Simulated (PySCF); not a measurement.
AlGeH3O2 (calculated)

All values are calculated (PySCF 2.14.0). Calculation on a computer-drawn molecule: the log of a Hartree-Fock and frozen-core CCSD(T) single point meant for a local Hartree-Fock minimum, with one planted fault or none, to be diagnosed. Offsets are logged minus clean, where the clean run is the same molecule without the fault. The reference is restricted for singlets and unrestricted otherwise, and also for a bond in bohr or an excited solution. Adding or removing an electron swaps singlet and doublet. The excited solution moves the top pair (singlet) or top alpha electron (doublet) to the lowest empty orbital. Highest occupied and lowest empty are orbital energies over both spins, largest force is the largest gradient component, triples share is (T) over the correlation energy, the T1 limit is 0.02 restricted and 0.045 unrestricted, electrons count all cores, a negative frequency is imaginary (commonest isotopes), and the dipole is about the centre of nuclear charge; on germanium a core potential holds 10 electrons, which the energies leave out, and 3d is frozen in MP2 and coupled-cluster steps.

## AlGeH3O2

Logged structure:
```xyz
7
AlGeH3O2
O      3.9653     2.5425     2.9097
Al     2.7325     1.7314     2.3653
Ge     0.8294     0.3549     1.5397
O     -0.2445     1.5956     0.8391
H      0.1162    -0.3879     2.6721
H      1.2602    -0.6449     0.4638
H     -1.0504     1.2736     0.4593
```

* meant charge: 0
* meant multiplicity: 1
* meant basis: cc-pV(D+d)Z
* meant basis and core potential on germanium: cc-pVDZ-PP ECP10MDF
* logged electrons: 64
* logged basis functions: 89
* logged SCF converged: yes
* logged spin squared: 2.0126
* logged highest occupied: -5.8712 eV
* logged lowest empty: -0.029877 eV
* logged largest force: 0.12392 hartree/bohr
* logged T1 diagnostic: 0.019834
* logged D1 diagnostic: 0.086712
* logged triples share: 0.022662
* logged CC converged: yes
* logged dipole magnitude: 3.3873 debye
* logged SCF stable within its kind: yes
* logged energy HF: -686.69023 hartree
* logged energy CCSD(T): -687.20584 hartree
* possible faults: no fault, one electron removed, one electron added, multiplicity raised by two, geometry at a saddle point, SCF held on an excited solution, minimal basis STO-3G, one bond length entered in bohr, all coordinates scaled
* planted fault: ?

Drawn bonds:
```
atom  other atom  order
   1           2      2
   2           3      1
   3           4      1
   3           5      1
   3           6      1
   4           7      1
```

**Q.** Give the missing planted fault for AlGeH3O2.
**A.** multiplicity raised by two

Further results for AlGeH3O2:

* HF energy offset from clean run: 49.23 kcal/mol
* CCSD(T) energy offset from clean run: 88.44 kcal/mol
